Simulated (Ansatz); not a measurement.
The same path of a periodic cell of 30 atoms, Si10H4F (surface Si(100)-2x1, underside capped with H, adsorbate F2, already come apart at the first end) was run twice with different band settings. Lost on the way: Si25–F30. Made: Si26–F30.

Computed with DFT PBE, scalar-relativistic, plane waves, PAW (Ansatz 0.2.0). Settings: PAW set soft_1, cutoff 420 eV, k mesh 2x2x1, gaussian smearing 0.05 eV, no spin polarisation.

Relaxed end points:

```xyz
30
Lattice="7.6792 0.0000 0.0000 0.0000 7.6792 0.0000 0.0000 0.0000 18.2555" Properties=species:S:1:pos:R:3
H 3.144 0.000 1.000
H 0.696 0.000 1.000
H 6.983 0.000 1.000
H 4.535 0.000 1.000
H 3.144 3.840 1.000
H 0.696 3.840 1.000
H 6.983 3.840 1.000
H 4.535 3.840 1.000
Si 1.920 0.000 1.865
Si 5.759 0.000 1.865
Si 1.920 3.840 1.865
Si 5.759 3.840 1.865
Si 1.861 1.916 3.159
Si 5.695 1.929 3.185
Si 1.947 5.756 3.280
Si 5.794 5.755 3.250
Si -0.044 1.839 4.483
Si 3.750 1.853 4.553
Si 0.020 5.769 4.670
Si 3.900 5.776 4.665
Si -0.093 0.051 6.003
Si 4.020 0.035 6.034
Si 0.045 3.735 5.899
Si 4.096 3.797 5.972
Si 1.970 0.548 7.056
Si 5.820 0.457 7.566
Si 2.087 2.917 6.605
Si 5.920 2.851 7.210
F 5.900 3.614 8.654
F 9.591 0.260 8.659
```

```xyz
30
Lattice="7.6792 0.0000 0.0000 0.0000 7.6792 0.0000 0.0000 0.0000 18.2555" Properties=species:S:1:pos:R:3
H 3.144 0.000 1.000
H 0.696 0.000 1.000
H 6.983 0.000 1.000
H 4.535 0.000 1.000
H 3.144 3.840 1.000
H 0.696 3.840 1.000
H 6.983 3.840 1.000
H 4.535 3.840 1.000
Si 1.920 0.000 1.865
Si 5.759 0.000 1.865
Si 1.920 3.840 1.865
Si 5.759 3.840 1.865
Si 1.918 1.918 3.183
Si 5.758 1.923 3.147
Si 1.920 5.752 3.268
Si 5.760 5.762 3.285
Si -0.024 1.882 4.491
Si 3.860 1.882 4.492
Si 0.012 5.774 4.688
Si 3.829 5.774 4.688
Si 0.067 0.080 5.999
Si 3.773 0.080 5.999
Si -0.038 3.761 5.958
Si 3.882 3.761 5.960
Si 1.920 0.540 7.434
Si 5.760 0.619 7.149
Si 1.922 2.732 6.687
Si 5.762 3.049 7.185
F 5.761 3.612 8.712
F 5.759 0.080 8.687
```

Common settings: spring 5.0 eV/Å²; optimiser quadratic models (default); force threshold 0.05 eV/Å; end points relaxed; atoms held 1 to 12.

| run | movable images | climbing image | start path | iteration limit |
| --- | --- | --- | --- | --- |
| 1 | 5 | yes | IDPP | 36 |
| 2 | 2 | no | default | 50 |

Q: What does each run give, and how far can it be trusted?

A: Run 1: converged after 30 iterations, highest image 1.688 eV above the first end. Neighbouring images differ by up to 1.4 eV, so the band resolves the path poorly. By the program's own check the climbing image is of a kind that is not told: the force calls were inconclusive, a negative curvature could not be distinguished from the path's own, the only one lies far off the path, or fixed occupations may fill a level only in part (lowest curvatures found: -4.00 and 0.27 eV/Å²).
Run 2: converged after 8 iterations, highest image 0.739 eV above the first end. No image climbed, so the highest image needn't sit at the top of the path. A band with more images between the same ends climbed to 1.69 eV, so this one has probably stepped over the top.
Limits of this set-up: coarse k mesh, thin slab, slab without dipole correction, no dispersion correction for a molecule that may bind weakly.
